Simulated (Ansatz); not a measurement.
Basis-set extrapolation for C$_{2}$H$_{7}$AlO$_{2}$ (`C[CH2][Al]([OH])[OH]`) (PBE0-D4/def2-TZVP geometry, frozen core, Ansatz 0.2.0). Multiplicity 1, RHF reference.

```
                      def2-TZVPP   def2-QZVPP
                 HF  -471.691006  -471.709793
    MP2 correlation    -0.916718    -0.985067
CCSD(T) correlation    -0.982679      not run
```

Energies in hartree. Use E(X) = E(∞) + A·exp(−7.88·√X) for Hartree–Fock and E(X) = E(∞) + B·X^(−2.97) for correlation, with X = 3 and 4, and add CCSD(T) minus MP2 of the smaller set to the MP2 limit.

Problem. What is the CCSD(T) energy at the basis-set limit?

Solution. HF limit: -471.709793 + (-0.018787) × 0.13774 = -471.71238. MP2 limit: -0.985067 + (-0.068349) × 0.74074 = -1.03570. Higher-order term: -0.982679 − (-0.916718) = -0.06596. Total: -472.81404 hartree, 88.1 kcal/mol below CCSD(T)/def2-TZVPP.
